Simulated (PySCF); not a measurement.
## Correlation energy of P²⁺ (phosphorus, charge +2)

[Ne] 3s2 3p1, 2P determinant. All numbers are calculated (PySCF 2.14, scalar relativity by spin-free X2C-1e, in x2c-TZVPall (5s5p2d1f, 37 functions)). Frozen: [Ne]; 3 electrons correlated.

MP2 pair energies summed by pair of shells (mhartree):

| pair | energy | share (%) |
| --- | --- | --- |
| 3s-3s | -24.56 | 55.1 |
| 3s-3p | -20.02 | 44.9 |

Total MP2 correlation energy: -44.58 mhartree.

Same-spin part -2.79 and opposite-spin part -41.79 mhartree; SCS-MP2 scales them by 1/3 and 6/5 to -51.07 mhartree.

```tsv
level	correlation energy (mhartree)
CCSD	-63.65
(T)	-0.99
CCSD(T)	-64.64
```

Diagnostics: T1 = 0.012, D1 = 0.0270, largest double amplitude 0.108.

Is a single reference adequate?

Mostly. T1 lies below 0.03, but a double amplitude of this size points to a near-degeneracy that CCSD handles and MP2 describes poorly.
